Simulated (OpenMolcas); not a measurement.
Multiconfigurational calculation on Ta I

Input:

```
&GATEWAY
Coord
1

Ta 0.0 0.0 0.0
Basis=ANO-RCC-VTZP
Group=XYZ
NoMove
AngMom=0.0 0.0 0.0
AMFI
&SEWARD
* reference wave functions (RASSCF and RASSI steps not shown): 5 electrons in 6 orbitals (5d 6s)
>>> COPY JOB001 $Project.JobIph
&CASPT2
Multistate=50 1 2 3 4 5 6 7 8 9 10 11 12 13 14 15 16 17 18 19 20 21 22
23 24 25 26 27 28 29 30 31 32 33 34 35 36 37 38 39 40 41 42 43 44 45 46
47 48 49 50
Frozen=14 16
IPEA=0.0
Imaginary=0.1
MaxIter=60
WThr=0.0 0.3 0.05
PrWF=0.5
NoMix
>>> COPY JOB002 $Project.JobIph
&CASPT2
Multistate=6 1 2 3 4 5 6
Frozen=14 16
IPEA=0.0
Imaginary=0.1
MaxIter=60
WThr=0.0 0.3 0.05
PrWF=0.5
NoMix
>>> COPY JOB003 $Project.JobIph
&CASPT2
Multistate=98 1 2 3 4 5 6 7 8 9 10 11 12 13 14 15 16 17 18 19 20 21 22
23 24 25 26 27 28 29 30 31 32 33 34 35 36 37 38 39 40 41 42 43 44 45 46
47 48 49 50 51 52 53 54 55 56 57 58 59 60 61 62 63 64 65 66 67 68 69 70
71 72 73 74 75 76 77 78 79 80 81 82 83 84 85 86 87 88 89 90 91 92 93 94
95 96 97 98
NoMult
Frozen=14 16
IPEA=0.0
Imaginary=0.1
MaxIter=60
WThr=0.0 0.3 0.05
PrWF=0.5
NoMix
```

Launched by
```bash
OMP_NUM_THREADS=1 MOLCAS_MEM=1689 MOLCAS_PROJECT=a pymolcas a.inp > a.log  # once for each step of the input, in one work folder
```

Output, cut to the results:

```
--- CASPT2 ---
Orbital specifications:
      -----------------------

      Symmetry species                           1   2
                                                ag  au
      Frozen orbitals                           14  16
      Inactive orbitals                          1   3
      Active orbitals                            6   0
      Secondary orbitals                        30  34
      Deleted orbitals                           0   0
      Number of basis functions                 51  53
Type of calculation                        MS-CASPT2
      Fock operator                              state-specific
      IPEA shift                                 0.00
      Real shift                                 0.00
      Imaginary shift                            0.10
      The input orbitals will be transformed to quasi-canonical
Reference energy:      -15589.8837945200
      E2 (Non-variational):      -0.3446941426
      Shift correction:          -0.0015097954
      E2 (Variational):          -0.3462039379
      Total energy:          -15590.2299984579
      Residual norm:              0.0000008578
      Reference weight:           0.87486
      Contributions to the CASPT2 correlation energy
      Active & Virtual Only:         -0.0832791056
      One Inactive Excited:          -0.1255373199
      Two Inactive Excited:          -0.1358777171
Reference energy:      -15589.8837945200
      E2 (Non-variational):      -0.3491151934
      Shift correction:          -0.0018119527
      E2 (Variational):          -0.3509271462
      Total energy:          -15590.2347216661
      Residual norm:              0.0000001535
      Reference weight:           0.86697
      Contributions to the CASPT2 correlation energy
      Active & Virtual Only:         -0.0864099037
      One Inactive Excited:          -0.1264505087
      Two Inactive Excited:          -0.1362547810
::    CASPT2 Root  1     Total energy: -15590.22999846
::    CASPT2 Root  2     Total energy: -15590.23472167
::    CASPT2 Root  3     Total energy: -15590.22968962
::    CASPT2 Root  4     Total energy: -15590.23194033
::    CASPT2 Root  5     Total energy: -15590.23218352
::    CASPT2 Root  6     Total energy: -15590.23445587
::    CASPT2 Root  7     Total energy: -15590.23333754
::    CASPT2 Root  8     Total energy: -15590.21937763
::    CASPT2 Root  9     Total energy: -15590.21937763
::    CASPT2 Root 10     Total energy: -15590.21937763
::    CASPT2 Root 11     Total energy: -15590.14219627
::    CASPT2 Root 12     Total energy: -15590.14202525
::    CASPT2 Root 13     Total energy: -15590.14219867
::    CASPT2 Root 14     Total energy: -15590.14189952
::    CASPT2 Root 15     Total energy: -15590.14215038
::    CASPT2 Root 16     Total energy: -15590.14215642
::    CASPT2 Root 17     Total energy: -15590.14199889
::    CASPT2 Root 18     Total energy: -15590.14205514
::    CASPT2 Root 19     Total energy: -15590.14221907
::    CASPT2 Root 20     Total energy: -15590.14214802
::    CASPT2 Root 21     Total energy: -15590.14199940
::    CASPT2 Root 22     Total energy: -15590.13713869
::    CASPT2 Root 23     Total energy: -15590.13779246
::    CASPT2 Root 24     Total energy: -15590.13733485
::    CASPT2 Root 25     Total energy: -15590.13711259
::    CASPT2 Root 26     Total energy: -15590.13725995
::    CASPT2 Root 27     Total energy: -15590.13715278
::    CASPT2 Root 28     Total energy: -15590.13741538
::    CASPT2 Root 29     Total energy: -15590.13742147
::    CASPT2 Root 30     Total energy: -15590.13753240
--- CASPT2 ---
Orbital specifications:
      -----------------------

      Symmetry species                           1   2
                                                ag  au
      Frozen orbitals                           14  16
      Inactive orbitals                          1   3
      Active orbitals                            6   0
      Secondary orbitals                        30  34
      Deleted orbitals                           0   0
      Number of basis functions                 51  53
Type of calculation                        MS-CASPT2
      Fock operator                              state-specific
      IPEA shift                                 0.00
      Real shift                                 0.00
      Imaginary shift                            0.10
      The input orbitals will be transformed to quasi-canonical
Reference energy:      -15589.8787070701
      E2 (Non-variational):      -0.3171084407
      Shift correction:          -0.0007590230
      E2 (Variational):          -0.3178674637
      Total energy:          -15590.1965745338
      Residual norm:              0.0000005011
      Reference weight:           0.91248
      Contributions to the CASPT2 correlation energy
      Active & Virtual Only:         -0.0548572196
      One Inactive Excited:          -0.1340677315
      Two Inactive Excited:          -0.1281834896
Reference energy:      -15589.8787070701
      E2 (Non-variational):      -0.3171094574
      Shift correction:          -0.0007592471
      E2 (Variational):          -0.3178687045
      Total energy:          -15590.1965757746
      Residual norm:              0.0000005444
      Reference weight:           0.91248
      Contributions to the CASPT2 correlation energy
      Active & Virtual Only:         -0.0548579996
      One Inactive Excited:          -0.1340681583
      Two Inactive Excited:          -0.1281832995
::    CASPT2 Root  1     Total energy: -15590.19657453
::    CASPT2 Root  2     Total energy: -15590.19657577
::    CASPT2 Root  3     Total energy: -15590.19657579
::    CASPT2 Root  4     Total energy: -15590.19657444
::    CASPT2 Root  5     Total energy: -15590.19657579
::    CASPT2 Root  6     Total energy: -15590.09987188
::    MS-CASPT2 Root  1     Total energy: -15590.19657594
::    MS-CASPT2 Root  2     Total energy: -15590.19657581
::    MS-CASPT2 Root  3     Total energy: -15590.19657569
...
```

Levels above the lowest, from the spin-orbit matrix with the single-state CASPT2 energies, averaged by term, on its diagonal:

| Configuration | Term | J | E (cm⁻¹) | Measured (cm⁻¹) | Term weight % | Second |
| --- | --- | --- | --- | --- | --- | --- |
| 5d³ 6s² | ⁴F | 3/2 | 0.0 | 0.0 | 86 | 11 ²D(1) |
| 5d³ 6s² | ⁴F | 5/2 | 1956 | 2010 | 95 | 5 ²D(1) |
| 5d³ 6s² | ⁴F | 7/2 | 3820 | 3964 | 94 | 5 ²G |
| 5d³ 6s² | ⁴P | 1/2 | 3820 | 6049 | 80 | 10 5d⁴ 6s ⁶D |
| 5d³ 6s² | ⁴P | 3/2 | 4540 | 6069 | 72 | 16 ²P |
| 5d³ 6s² | ⁴F | 9/2 | 5260 | 5621 | 83 | 15 ²G |
| 5d³ 6s² | ⁴P | 5/2 | 7500 | 9253 | 92 | 4 5d⁴ 6s ⁶D |
| 5d⁴ 6s | ⁶D | 3/2 | 8790 |  | 34 | 33 5d³ 6s² ²D(1) |
| 5d⁴ 6s | ⁶D | 1/2 | 8930 |  | 64 | 26 5d³ 6s² ²P |
| 5d³ 6s² | ²G | 7/2 | 9400 |  | 90 | 5 ⁴F |
| 5d⁴ 6s | ⁶D | 3/2 | 10220 |  | 55 | 22 5d³ 6s² ²D(1) |
| 5d³ 6s² | ²P | 1/2 | 10580 |  | 65 | 16 5d⁴ 6s ⁶D |
| 5d⁴ 6s | ⁶D | 5/2 | 10610 |  | 77 | 15 5d³ 6s² ²D(1) |
| 5d³ 6s² | ²G | 9/2 | 10700 |  | 56 | 26 ²H |
| 5d³ 6s² | ²D(1) | 5/2 | 11190 |  | 76 | 15 5d⁴ 6s ⁶D |
| 5d⁴ 6s | ⁶D | 7/2 | 11710 |  | 95 | 3 ⁴F |
| 5d⁴ 6s | ⁶D | 9/2 | 12980 |  | 87 | 7 ⁴F |
| 5d³ 6s² | ²P | 3/2 | 14730 |  | 61 | 29 ²D(1) |
| 5d³ 6s² | ²H | 9/2 | 15560 |  | 69 | 28 ²G |
| 5d³ 6s² | ²H | 11/2 | 15870 |  | 100 |  |
| 5d³ 6s² | ²F | 5/2 | 15990 |  | 94 | 5 ²D(2) |
| 5d³ 6s² | ²F | 7/2 | 16250 |  | 92 | 5 ²G |
| 5d⁴ 6s | ⁴P | 1/2 | 18190 |  | 58 | 16 ⁴D(1) |
| 5d⁴ 6s | ⁴D(1) | 3/2 | 19650 |  | 41 | 30 ⁴P |

Against the 6 measured excited levels shown (NIST Handbook of Basic Atomic Spectroscopic Data) the mean absolute deviation is 1000 cm-1; the largest miss in energy is 5d³ 6s² ⁴P_1/2: computed 3820, measured 6049 cm⁻¹ (-36.8 %).

Term energies are means over components that CASPT2 splits; among the terms shown or strongly mixed into the levels shown the widest spread is 1100 cm-1 (5d³ 6s² ⁴F). Over all roots computed the reference weight is 0.83 to 0.91; the roots of lowest weight are the least certain, and an intruder state may touch them. Terms from blocks run as CI alone lack orbitals of their own. Configurations are named by rounded mean occupations; where the s occupation lies near a half they are strongly mixed, a name can repeat and a true partner stay unpaired. A single d shell beside an s shell can misplace configurations of different d count against each other. Some terms miss by over 15 % even with CASPT2, which points to a basis or an active space too small for the shells correlated. Measured partners are found by configuration, term and J. A level has none where our copy of the source lacks it or the pairing is in doubt (some pairs that miss far off the trend of their configuration count as doubtful), and it then counts in no deviation. Levels of configurations outside the active space are missing. The first state left out of the spin-orbit step lies near 35000 cm-1 above the lowest spin-free state of the reference (among the parities and spins computed), and the list stops at four fifths of that energy or lower. The table shows the lowest 24 of 47 levels.

The term weight is that of the spin-free term in the level, not the purity of its configuration. A number in round brackets counts repeated terms of one configuration in the order of the reference energies.
